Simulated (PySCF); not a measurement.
A calculated (PBE0, PySCF 2.14, x2c-SVPall, the spin-free X2C one-electron Hamiltonian (Gaussian nucleus)) atom or ion has these occupied shells.

| shell | electrons | orbital energy (eV) | rms radius, mean of both spins (bohr) |
| --- | --- | --- | --- |
| 1s α | 1 | -24224.1 | 0.0366 |
| 1s β | 1 | -24224.1 | 0.0366 |
| 2s α | 1 | -3568.7 | 0.150 |
| 2s β | 1 | -3568.5 | 0.150 |
| 2p α | 3 | -3201.7 | 0.133 |
| 2p β | 3 | -3201.6 | 0.133 |
| 3s α | 1 | -662.42 | 0.405 |
| 3s β | 1 | -662.31 | 0.405 |
| 3p α | 3 | -540.57 | 0.408 |
| 3p β | 3 | -540.45 | 0.408 |
| 3d α | 5 | -346.43 | 0.390 |
| 3d β | 5 | -346.21 | 0.390 |
| 4s α | 1 | -102.33 | 1.01 |
| 4s β | 1 | -101.34 | 1.01 |
| 4p α | 3 | -66.936 | 1.12 |
| 4p β | 3 | -65.810 | 1.12 |
| 4d α | 5 | -16.740 | 1.61 |
| 4d β | 4 | -15.974 | 1.61 |

Q: Name the element and its charge.

A: Pd⁺ (palladium, charge +1), in [Kr] 4d9, 2D determinant.
